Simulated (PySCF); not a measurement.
CH₆GaN, SMILES [CH3][GaH][NH2].

Geometry: B3LYP-D3(BJ)/def2-SVP. Other conformers were not sampled.

All values below come from PySCF with B3LYP/def2-TZVPD.

Symmetry labels are those of the subgroup Cs that the program uses (full group Cs).

Computed valence orbital energies around the gap with their symmetry:
| orbital | symmetry | energy (eV) |
|---|---|---|
| HOMO−7 | A' | -18.38 |
| HOMO−6 | A' | -12.84 |
| HOMO−5 | A' | -12.21 |
| HOMO−4 | A' | -10.82 |
| HOMO−3 | A" | -10.74 |
| HOMO−2 | A' | -8.98 |
| HOMO−1 | A' | -7.77 |
| HOMO | A" | -7.00 |
| LUMO | A" | -0.63 |
| LUMO+1 | A' | -0.26 |
| LUMO+2 | A' | 0.37 |
| LUMO+3 | A' | 0.85 |
